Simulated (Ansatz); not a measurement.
Harmonic frequencies (cm⁻¹) at PBE0-D4/def2-TZVP from Ansatz: 126, 137, 175, 179, 196, 333, 352, 394, 496, 509, 539, 607, 698, 728, 1539, 3567, 3670, 3925.

Each molecule was computed in one conformer, which needn't be the lowest.

Q: Which molecule is it?
A. `[F][Ta]([F])([F])([F])[Cl]`
B. `[NH2][Ta](=[O])([OH])[OH]`
C. `[NH2][Ta]([NH2])([F])=[S]`
D. `[NH2][Ta]([OH])(=[S])[Cl]`

A: D.
